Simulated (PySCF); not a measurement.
**`CC(C)(C)Pc1ccoc1`: 4 charge schemes on one density**

C8H13OP.
SMILES with atom numbers: `[CH3:1][C:2]([CH3:3])([CH3:4])[PH:5][c:6]1[cH:7][cH:8][o:9][cH:10]1` (hydrogens: H11, H12, H13 on C1; H14, H15, H16 on C3; H17, H18, H19 on C4; H20 on P5; H21 on C7; H22 on C8; H23 on C10)

Geometry (GFN2-xTB, Å), atoms numbered from 1 in this order:
```
atom  x, y, z in Å
C1    -1.2330   -0.5203    0.8662
C2    -1.1322    0.5727   -0.1930
C3    -0.4054    1.7916    0.3719
C4    -2.5303    0.9724   -0.6669
P5    -0.2003   -0.0097   -1.7392
C6     1.2913   -0.7151   -0.9909
C7     2.4950   -0.0210   -0.6710
C8     3.3570   -0.9594   -0.2031
O9     2.7900   -2.1786   -0.2188
C10    1.5466   -2.0260   -0.6978
H11   -1.7509   -1.3942    0.4741
H12   -1.7907   -0.1502    1.7258
H13   -0.2466   -0.8281    1.2076
H14   -0.2905    2.5566   -0.3949
H15    0.5821    1.5149    0.7371
H16   -0.9689    2.2183    1.2006
H17   -3.1168    1.3585    0.1656
H18   -2.4695    1.7440   -1.4327
H19   -3.0534    0.1147   -1.0876
H20   -0.8615   -1.2448   -1.8128
H21    2.6787    1.0282   -0.7833
H22    4.3653   -0.8926    0.1553
H23    0.9392   -2.9047   -0.7949
```

Density: PBE0/pcSseg-1 (PySCF); schemes: Mulliken, IAO, Hirshfeld and ESP-fitted. Isolated species at its GFN2-xTB geometry (one conformer only).

Task: At which atom do the 4 schemes differ most?

Result: At C2: from -0.762 (Mulliken) to +0.720 e (ESP-fitted), 1.482 e apart.

Task: Which atoms carry the highest charge in the Mulliken, IAO, Hirshfeld and ESP-fitted schemes?

Result: The schemes don't all agree: Mulliken P5 (+0.470); IAO P5 (+0.343); Hirshfeld P5 (+0.115); ESP-fitted C2 (+0.720).

Task: Do the Mulliken, IAO, Hirshfeld and ESP-fitted schemes agree on where the charge is lowest?

Result: The schemes don't all agree: Mulliken C2 (-0.762); IAO C3 and C4 (-0.418); Hirshfeld C1 (-0.127); ESP-fitted C1 (-0.586).

Task: What partial charge does each atom carry?

Result: In e:

| atom | environment | Mulliken | IAO | Hirshfeld | ESP-fitted |
| --- | --- | --- | --- | --- | --- |
| C1 | methyl carbon | -0.142 | -0.415 | -0.127 | -0.586 |
| C2 | sp3 carbon bound to phosphorus | -0.762 | -0.095 | -0.009 | +0.720 |
| C3 | methyl carbon | -0.168 | -0.418 | -0.124 | -0.504 |
| C4 | methyl carbon | -0.154 | -0.418 | -0.123 | -0.474 |
| P5 | phosphine phosphorus | +0.470 | +0.343 | +0.115 | -0.458 |
| C6 | substituted aromatic carbon | -0.469 | -0.263 | -0.087 | +0.310 |
| C7 | aromatic CH carbon | -0.153 | -0.221 | -0.089 | -0.488 |
| C8 | aromatic CH next to a ring oxygen | +0.175 | +0.002 | +0.006 | -0.009 |
| O9 | furan-type oxygen | -0.352 | -0.224 | -0.061 | -0.163 |
| C10 | aromatic CH next to a ring oxygen | +0.199 | +0.001 | +0.010 | -0.076 |
| H11 | methyl hydrogen | +0.105 | +0.132 | +0.034 | +0.100 |
| H12 | methyl hydrogen | +0.108 | +0.134 | +0.037 | +0.135 |
| H13 | methyl hydrogen | +0.138 | +0.142 | +0.029 | +0.134 |
| H14 | methyl hydrogen | +0.116 | +0.137 | +0.035 | +0.126 |
| H15 | methyl hydrogen | +0.131 | +0.138 | +0.033 | +0.114 |
| H16 | methyl hydrogen | +0.114 | +0.137 | +0.041 | +0.110 |
| H17 | methyl hydrogen | +0.114 | +0.138 | +0.041 | +0.099 |
| H18 | methyl hydrogen | +0.121 | +0.141 | +0.036 | +0.111 |
| H19 | methyl hydrogen | +0.113 | +0.136 | +0.037 | +0.128 |
| H20 | P–H hydrogen | +0.018 | -0.038 | -0.017 | +0.107 |
| H21 | aromatic hydrogen | +0.076 | +0.166 | +0.057 | +0.252 |
| H22 | aromatic hydrogen | +0.107 | +0.173 | +0.064 | +0.171 |
| H23 | aromatic hydrogen | +0.097 | +0.171 | +0.063 | +0.141 |

Mean size of the charges over all atoms: ESP-fitted 0.240 e, Mulliken 0.191 e, IAO 0.182 e, Hirshfeld 0.055 e. Each set sums to the total charge, 0, to within 0.001 e. The IAO scheme counts the electrons in orthogonalised intrinsic atomic orbitals, a minimal basis polarised so that it spans the occupied orbitals exactly. The Hirshfeld scheme divides the density at each point in proportion to the densities of the neutral, spherically averaged free atoms.

Task: How closely do the schemes follow one another over all atoms?

Result: Correlation coefficient and root-mean-square difference: IAO with Hirshfeld 0.99, 0.150 e; Mulliken with IAO 0.68, 0.189 e; Mulliken with Hirshfeld 0.65, 0.215 e; Hirshfeld with ESP-fitted 0.49, 0.280 e; IAO with ESP-fitted 0.48, 0.279 e; Mulliken with ESP-fitted -0.21, 0.437 e.

Task: Sum the charges by element, for elements with more than one atom.

Result: 
| element | atoms | Mulliken | IAO | Hirshfeld | ESP-fitted |
| --- | --- | --- | --- | --- | --- |
| C | 8 | -1.475 | -1.826 | -0.543 | -1.109 |
| H | 13 | +1.357 | +1.708 | +0.490 | +1.729 |

Task: How many electrons does the ESP-fitted scheme count on C4?

Result: Z − q = 6 − (-0.474) = 6.474.

The run behind these numbers computed NMR shieldings as well. Cost: about 2.7 min of CPU time on one thread; the machine was shared, so the figure is rough.
